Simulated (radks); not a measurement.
Hg2+, 78 electrons, occupied as [Xe] 4f14 5d10. Calculated with a radial shooting solver on a logarithmic mesh with Libxc functionals: non-relativistic Kohn-Sham, BP86, spin-polarised, spherical densities, point nucleus; relativity is left out, which matters for an element this heavy. Some entries of the table are withheld. Estimate them.

orbital,occ.,eigenvalue (eV),<1/r> (bohr^-1),r(max) (bohr)
1s,2,-75045.74,79.45,0.01256
2s,2,-12577.50,18.71,0.06823
2p,6,-12099.74,18.75,0.05291
3s,2,-2974.624,7.259,0.1863
3p,6,-2748.589,7.215,0.1752
3d,10,-2326.583,7.148,0.1375
4s,2,-650.8174,3.181,0.4148
4p,6,-552.7231,3.095,0.4137
4d,10,-372.0866,2.915,0.4057
4f,14,-129.2046,2.580,0.3614
5s,2,-110.7879,1.329,(1)
5p,6,(2),(3),0.9676
5d,10,-29.6885,0.9206,1.150

Answer. 
(1) 5s r(max) (bohr): 0.9146
(2) 5p eigenvalue (eV): -79.1670
(3) 5p <1/r> (bohr^-1): 1.216
